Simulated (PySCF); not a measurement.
C3H10OSi2, SMILES C[SiH2][SiH2]C(C)=O. Coordinates come from a ωB97X-D3(BJ)/def2-SVP optimisation. This is a generated structure with no PubChem entry under its InChIKey; it may be hypothetical. Other conformers were not sampled.

Q: Give the equilibrium geometry at ωB97X-D3(BJ)/def2-SVP (PySCF confirms it by a frequency run) as a Z-matrix, and its point group. (Estimate from the structure and the level; the computed values follow.)

A: Several could match; the one computed here: point group Cs.
```
Si
H 1 1.4970
H 1 1.4970 2 106.90
C 1 1.9418 2 109.14 3 117.92
O 4 1.2154 1 117.34 2 121.75
C 4 1.5126 5 121.80 1 180.00
H 6 1.0999 4 110.09 5 0.00
H 6 1.1027 7 110.11 4 121.12
H 6 1.1027 7 110.11 8 117.75
Si 1 2.3312 2 113.68 3 -126.27
H 10 1.4923 1 107.97 2 -59.87
H 10 1.4923 11 108.94 1 117.01
C 10 1.8878 11 110.21 12 121.04
H 13 1.1015 10 110.80 11 -60.14
H 13 1.1016 14 107.99 10 -121.68
H 13 1.1016 14 107.99 15 -116.64
```
